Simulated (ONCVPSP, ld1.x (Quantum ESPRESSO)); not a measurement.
# Potentials for Sb compared

Generated with ld1.x 7.5 (TM, RRKJ, ultrasoft, PAW), atompaw 4.2 or ONCVPSP 4.0.1. The cutoff is in Ry: for ld1.x and atompaw files where the sum of valence levels is converged to 10 mRy in a Bessel basis, for ONCV files where the hardest occupied wave has 1 mHa per electron of residual kinetic energy. The error is the largest all-electron minus pseudo excitation energy over each file’s own four to seven test configurations (ionisations up to +4, promotions, holes and added fractions of an electron), all of which were solved. The labels leave out finer settings (local radius, basis sizes, second energies), which also bear on the numbers. Spin-polarised tests are not counted. The rows are a selection from randomly drawn settings: files with unsolved tests, undetermined cutoffs or missed reference levels are left out.

A true bound ghost makes a file unfit for plane-wave use even where its test errors are small: the radial tests pick states by their node count and pass the ghost by.

```tsv
potential	cutoff (Ry)	largest error (meV)	bound ghosts
TM, PBE, scalar-relativistic, rc 1.60/2.30/1.30 (spd), local s, core correction yes, reference 4d10 5s2 5p3	100	-345	none
ONCV, PBEsol, scalar-relativistic, rc 1.40/1.30/1.30 (spd), local d, core correction no, reference 4s2 4p6 4d10 5s1.5 5p3.5, qcut 7.1/9/14, projectors 2/2/0	105	-4.4	none
TM, LDA (PZ), scalar-relativistic, rc 1.70/1.90/1.45 (spd), local s, core correction yes, reference 5s2 5p3	30	-475	none
TM, PBE, scalar-relativistic, rc 1.50/1.75/1.15 (spd), local d, core correction yes, reference 4d10 5s1 5p4	110	-184	s, p
TM, Wu–Cohen, scalar-relativistic, rc 1.85/2.26/1.40 (spd), local p, core correction no, reference 5s2 5p3	25	-41	none
ultrasoft, PBE, scalar-relativistic, rc 2.00/2.05/1.00 (spd), local smoothed, core correction yes, reference 4d10 5s2 5p3	120	-100	s, p
PAW, PBE, scalar-relativistic, rc 2.10/2.25/1.05 (spd), local smoothed, core correction yes, reference 4d10 5s2 5p3	110	-136	s, p
TM, PBE, scalar-relativistic, rc 1.60/1.60/1.55 (spd), local smoothed, core correction yes, reference 5s2 5p1	50	-72	s, d, p
```

Task: Fill in the row for Sb: ultrasoft, PBEsol, scalar-relativistic, rc 2.05/2.65/2.20 (spd), local smoothed, core correction yes, reference 5s1.75 5p3.25.

Result: cutoff 8 Ry, largest error -511 meV, bound ghosts: d.
